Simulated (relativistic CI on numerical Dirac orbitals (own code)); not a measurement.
## Sensitivity of the levels of Ru²⁶⁺ to α and to the nuclear radius

Computed by Dirac-Coulomb-Breit CI, KLI orbitals optimised for each configuration, derivatives by finite differences, unscaled Slater integrals, QED left out (own radial code, finite nucleus).

Configurations in the expansion (outside the closed core [Ne]): 3s2 3p6, 3s2 3p5 3d, 3s 3p6 3d, 3p6 3d2, 3p5 3d3. Double excitations out of closed p, d and f shells are left out; levels of such configurations are missing from the list, as are those of other unlisted configurations, and high levels can miss mixing partners.

With x = (α/α₀)² − 1 an excitation energy changes as ω = ω₀ + qx; K = 2q/ω₀ is the relative enhancement. Terms are leading LS components, so labels can repeat. The field-shift factor is F = δν/δ⟨r²⟩ for the transition from the lowest level.

Lowest level 3s2 3p6 1S_0.

```tsv
Level	ω₀ (cm⁻¹)	q (cm⁻¹)	K	F (GHz/fm²)
3s2 3p5 3d 3P°_0	953109	15880	0.0333	1.72
3s2 3p5 3d 3P°_1	978064	28390	0.0581	1.7
3s2 3p5 3d 3F°_3	1020182	19580	0.0384	1.74
3s2 3p5 3d 3P°_2	1025086	39180	0.0764	1.73
3s2 3p5 3d 3F°_4	1040049	63020	0.121	2.05
3s2 3p5 3d 1D°_2	1061812	57980	0.109	1.83
3s2 3p5 3d 3D°_3	1112008	63530	0.114	2.14
3s2 3p5 3d 3D°_1	1181388	121700	0.206	0.676
3s2 3p5 3d 3F°_2	1242691	252800	0.407	-2.08
3s2 3p5 3d 3D°_2	1298968	296900	0.457	-1.7
3s2 3p5 3d 1F°_3	1315674	304100	0.462	-1.83
3s2 3p5 3d 1P°_1	1491354	196300	0.263	-0.415
3s 3p6 3d 3D_1	2061624	309900	0.301	-264
```

At this charge energies of transitions that change n are usually good to better than 1 %, and those within a shell (Δn = 0) to a few per cent.
